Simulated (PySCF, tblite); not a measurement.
A set of runs on `[H]/[C]=N\[C@@H]1C=C[C@@H](C#N)O1` [radical]; the geometry of each is named by its level. Settings lines and outputs come from a driver script.

Species: C₆H₅N₂O (doublet state).
SMILES with atom numbers: `[H]/[C:1]=[N:2]\[C@@H:3]1[CH:4]=[CH:5][C@@H:6]([C:7]#[N:8])[O:9]1` (hydrogens: H10 on C1; H11 on C3; H12 on C4; H13 on C5; H14 on C6)

Step 1: GFN2-xTB geometry optimisation, gas phase (tblite 0.8.0) (from a force-field or distance-geometry start)
```json
{"job": {"kind": "relax", "xc": "GFN2-xTB", "basis": "xTB"}, "charge": 0, "multiplicity": 2}
```
```
step      E/eV     max force
  0    -682.87601    5.704
  1    -682.65776    8.252
  2    -683.11485    2.863
...
103    -683.64343    0.026
104    -683.64346    0.025
105    -683.64349    0.040
106    -683.64350    0.016
107    -683.64351    0.002
```

Energy lowered by 17.7 kcal/mol over 107 steps; largest atomic force 0.002 eV/Å at the end. «max force» is the largest atomic force in eV/Å.

On one thread, Arm Neoverse N1 (aarch64), on a shared host, this took 0.96 s wall.

Step 2: GFN2-xTB harmonic vibrations, gas phase (tblite 0.8.0) (on the GFN2-xTB geometry)
```json
{"job": {"kind": "ir", "xc": "GFN2-xTB", "basis": "xTB"}, "charge": 0, "multiplicity": 2}
```
```
(table of modes left out)
```

36 modes from 52 to 3173 cm⁻¹ (unscaled, harmonic); zero-point energy 59.4 kcal/mol; all wavenumbers are real at this level.

Time: 0.64 s wall. Hardware: an Arm Neoverse N1 with one thread, shared host with 64 logical CPUs at a one-minute load of 38.

Step 3: UKS B3LYP, pcH-1 on C H N O, non-relativistic, mean-field spin-orbit, GIAO (PySCF 2.14.0) (on the GFN2-xTB geometry)
```json
{"job": {"kind": "epr", "basis": "pcH-1"}, "charge": 0, "multiplicity": 2}
```
```
...
E = -416.24279258 Eh   <S^2> = 0.7538 (exact 0.7500)
g shifts (ppm)      1          2          3
  rmc          -182       -182       -182
  gc             22         27       -121
  oz_so       -2875         32       1487
  total       -3035       -123       1184
hyperfine (MHz)  atom isotope    a_iso     a_fc   dipolar eigenvalues
    0   13C     457.92     457.92    -55.14    -46.23    101.37
    1   14N     101.44     101.44    -11.36     -5.78     17.14
    2   13C     126.75     126.75    -10.84     -9.92     20.75
    3   13C      -5.52      -5.52     -1.19      0.26      0.92
    4   13C       0.97       0.97     -1.31     -0.43      1.75
    5   13C       2.92       2.92     -0.49     -0.40      0.89
    6   13C       5.84       5.84     -0.32     -0.31      0.63
    7   14N       0.08       0.08     -0.11     -0.01      0.12
    8   17O      -6.26      -6.26     -6.62      3.06      3.56
    9    1H     188.49     188.49    -21.39     -4.93     26.32
   10    1H     -11.14     -11.14     -5.32     -3.64      8.96
   11    1H       0.94       0.94     -1.75     -1.60      3.35
   12    1H      -1.23      -1.23     -1.05     -0.55      1.59
   13    1H       1.08       1.08     -1.39     -0.89      2.28
```

⟨S²⟩ 0.754; g_iso 2.0017. rmc, gc and oz_so are the mass-correction, gauge-correction and orbital-Zeeman/spin–orbit parts of the g shift along its three principal axes; a_iso is the isotropic hyperfine coupling and a_fc its Fermi-contact part. The log counts atoms from 0, this text from 1.

The run took 2.0 min wall (with the writing of density and orbital grids) on one thread, Arm Neoverse N1 (aarch64), no GPU, shared host, and the process peaked at 1.1 GiB of memory.

Geometry of the electronic-property runs (GFN2-xTB):
```
atom  x, y, z in Å
C1     2.477    1.081   -1.208
N2     2.148    0.464   -0.223
C3     0.902    0.305    0.527
C4     0.503   -1.137    0.518
C5    -0.641   -1.277   -0.132
C6    -1.138    0.083   -0.556
C7    -2.450    0.357    0.012
N8    -3.474    0.559    0.476
O9    -0.181    1.004   -0.045
H10    2.021    1.748   -1.921
H11    1.114    0.705    1.527
H12    1.129   -1.898    0.941
H13   -1.197   -2.171   -0.338
H14   -1.214    0.176   -1.654
```

 (This holds for the electronic-property runs.)

One conformer stands for the species.
